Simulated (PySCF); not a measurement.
Si(Cl)2(I)(OH) (Cl2HIOSi), SMILES [Si](I)(Cl)(O)Cl.

Geometry: B3LYP-D3(BJ)/def2-SVP. The structure was generated by enumeration, and PubChem lists no compound with its InChIKey, so it may never have been made. The def2 effective core potentials stand for the cores of I; spin–orbit coupling is left out. One conformer was computed; it need not be the lowest.

Two levels are set side by side: TDDFT-PBE/def2-SVPD (PySCF) and TDDFT-CAM-B3LYP/def2-SVPD (PySCF). Vertical, same geometry. The lowest singlet is HOMO→LUMO 99 % with PBE and HOMO→LUMO 94 % with the other functional; states are paired by order. Differences are taken from unrounded values.

| quantity | TDDFT-CAM-B3LYP | TDDFT-PBE | TDDFT-PBE minus TDDFT-CAM-B3LYP |
|---|---|---|---|
| lowest singlet excitation (eV) | 5.38 | 4.84 | -0.54 |
| lowest triplet excitation (TDA) (eV) | 4.87 | 4.42 | -0.45 |

Functionals without exact exchange tend to place singlet excitations lower, as here. Differences between two approximate levels are no errors against the true value.

Rough cost on one machine, each run with all the roots and properties that it gave: TDDFT-CAM-B3LYP against TDDFT-PBE about 7 times.
